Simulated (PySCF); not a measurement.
CH₈GeOSi.

```xyz
12

Si    -0.4443    -1.1172     0.2905
Ge     1.2604     0.5406     0.0562
O     -1.8147    -0.7094    -0.5676
C     -2.5726     0.4435    -0.3332
H      0.0189    -2.4190    -0.2643
H     -0.7610    -1.2800     1.7480
H      0.8092     1.9010     0.6250
H      2.5276     0.1084     0.8203
H      1.6340     0.7462    -1.4241
H     -2.9712     0.4778     0.6980
H     -3.4265     0.4516    -1.0272
H     -1.9895     1.3685    -0.5021
```
Charge 0, spin multiplicity 1.

Coordinates come from a PBE0-D3(BJ)/def2-SVP optimisation. This is a generated structure with no PubChem entry under its InChIKey; it may be hypothetical. Other conformers were not sampled.

Calculation: B3LYP/pcSseg-1 (PySCF). Non-relativistic, no solvent.

Q: Give the absolute GIAO shielding of each atom: isotropic value and principal components (ppm). (Estimate from the structure and the level; the computed values follow.)

A: 
```csv
atom,σ(iso),σ11,σ22,σ33,span
Si1,351.8,274.4,329.0,452.1,177.8
Ge2,1663.4,1641.7,1651.2,1697.3,55.6
O3,336.0,272.3,365.4,370.2,98.0
C4,124.3,96.6,99.1,177.3,80.7
H5,26.2,22.3,25.2,30.9,8.6
H6,26.1,22.0,25.4,30.9,8.8
H7,27.8,21.8,23.3,38.2,16.3
H8,28.2,22.5,22.8,39.3,16.8
H9,28.0,22.2,22.7,38.9,16.7
H10,28.0,24.7,25.2,34.0,9.3
H11,27.6,23.5,25.2,34.0,10.5
H12,27.9,23.4,27.3,33.0,9.6
```
